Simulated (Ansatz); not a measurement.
`COCBCl`, one more setting.

```yaml
crystal:
  periodic: [false, false, false]
  atoms:
    - {symbol: C, position_ang: [-1.430536, 0.238104, -0.646575]}
    - {symbol: O, position_ang: [-0.533130, -0.835637, -0.616851]}
    - {symbol: C, position_ang: [0.773752, -0.427065, -0.282360]}
    - {symbol: B, position_ang: [0.998711, -0.050664, 1.216767]}
    - {symbol: Cl, position_ang: [2.588634, 0.470145, 1.719623]}
    - {symbol: H, position_ang: [-1.146724, 0.976511, -1.410696]}
    - {symbol: H, position_ang: [-1.487431, 0.752088, 0.323844]}
    - {symbol: H, position_ang: [-2.415590, -0.161244, -0.888414]}
    - {symbol: H, position_ang: [1.121856, 0.383441, -0.947077]}
    - {symbol: H, position_ang: [1.438394, -1.274138, -0.505334]}
    - {symbol: H, position_ang: [0.157467, -0.128541, 2.057575]}
basis:
  gaussian: {orbitals: "6-31G*"}
hamiltonian: {xc: {name: PBE0-DH}}
output: {forces: true}
```

```sh
$ ansatz run in.yaml --threads 4 --pin off --events-out ev --progress --plain --max-ram 10444MiB
```

Output, abridged:

```
Functional definition: PBE0-DH
913 factors; integrals over basis functions are off by at most 9.5e-4 eV
mean field evaluation 1: about -17401.3439 eV, gradient 3.0e1 eV
mean field evaluation 2: about -17401.8739 eV, gradient 3.0e1 eV
mean field evaluation 4: about -17403.8114 eV, gradient 4.4e0 eV
mean field evaluation 8: about -17403.8500 eV, gradient 5.8e-2 eV
mean field evaluation 16: about -17403.8501 eV, gradient 1.9e-5 eV
mean field -17403.85005073 eV, -639.5796926110 hartree, gradient 4.1e-6 eV, S^2 0.000000; 0 other end points of the search recorded, 0 dependent functions left out
9 core orbitals not correlated: weight in the atoms' cores, before any rotation towards them, 1.000 or more for the frozen orbitals, at most 0.000 for the correlated occupied ones
reference -17403.85006303 eV, -639.5796930632 hartree; 15, 15 occupied and 67, 67 virtual orbitals, 913 factors
second order -21.56782348 eV of doubles, -0.00000000 eV of singles
Total energy: -17406.54604097 eV, -639.6787684249 hartree
Atom 0 at    -1.430536     0.238104    -0.646575 Å, force     0.070972     0.034512     0.009490 eV/Å
Atom 1 at    -0.533130    -0.835637    -0.616851 Å, force     0.034514     0.059137     0.066768 eV/Å
Atom 2 at     0.773752    -0.427065    -0.282360 Å, force    -0.009088    -0.002734    -0.218274 eV/Å
Atom 3 at     0.998711    -0.050664     1.216767 Å, force    -0.102618    -0.020894     0.124164 eV/Å
Atom 4 at     2.588634     0.470145     1.719623 Å, force     0.022247     0.016444     0.017403 eV/Å
Atom 5 at    -1.146724     0.976511    -1.410696 Å, force    -0.024384    -0.049160     0.051608 eV/Å
Atom 6 at    -1.487431     0.752088     0.323844 Å, force    -0.000514    -0.032757    -0.067932 eV/Å
Atom 7 at    -2.415590    -0.161244    -0.888414 Å, force     0.075215    -0.005304     0.012018 eV/Å
Atom 8 at     1.121856     0.383441    -0.947077 Å, force    -0.033588    -0.051776     0.037062 eV/Å
Atom 9 at     1.438394    -1.274138    -0.505334 Å, force    -0.084961     0.041493    -0.001540 eV/Å
Atom 10 at     0.157467    -0.128541     2.057575 Å, force     0.052202     0.011039    -0.030766 eV/Å
Dipole moment:    -0.130212     0.174693    -0.109662 e Å
```

Run time 2 s (4 threads of an Intel Xeon Platinum 8488C on a shared host); peak host memory 0.55 GiB.
